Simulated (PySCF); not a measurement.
TlC: from constants to spectrum

UHF-CCSD(T) constants of TlC, ⁴Σ⁻ (quartet), unpaired electrons σ ↑, π ↑↑ (PySCF, scalar-relativistic core potentials, basis sets Tl aug-cc-pVDZ-PP with ECP60, C aug-cc-pVDZ; masses 204.9744 and 12.0000 u):

```
ωe              : 415.7 cm⁻¹
ωexe            : 1.9 cm⁻¹
Be              : 0.27541 cm⁻¹
αe              : 0.00199 cm⁻¹
D (centrifugal) : 4.83e-07 cm⁻¹
De to Tl + C    : 2.47 eV
```

(1) Give the vibrational terms G(v) and spacings up to v = 6.

(2) How well does the Morse estimate ωe²/(4ωexe) reproduce De, and what is D0?

Correlated steps freeze 5 core orbitals. Correlated levels converge slowly with the basis: in double zeta they bind strong bonds too weakly, by up to about 1 eV, and carry superposition errors of some tenths. Spin–orbit coupling is left out, which matters for elements this heavy, above all for dissociation energies. The state was picked by a PBE0 search and need not be the measured ground state.

Answers

(1) G(v) = ωe(v+½) − ωexe(v+½)².

| v | G(v) (cm⁻¹) | G(v) − G(v−1) | Bv (cm⁻¹) |
| --- | --- | --- | --- |
| 0 | 207.4 |  | 0.2744 |
| 1 | 619.3 | 411.9 | 0.2724 |
| 2 | 1027.4 | 408.1 | 0.2704 |
| 3 | 1431.7 | 404.3 | 0.2684 |
| 4 | 1832.2 | 400.5 | 0.2665 |
| 5 | 2228.9 | 396.7 | 0.2645 |
| 6 | 2621.8 | 392.9 | 0.2625 |

(2) It gives 2.82 eV, 114 % of the computed De. D0 = De − G(0) = 2.47 − 0.03 = 2.44 eV.
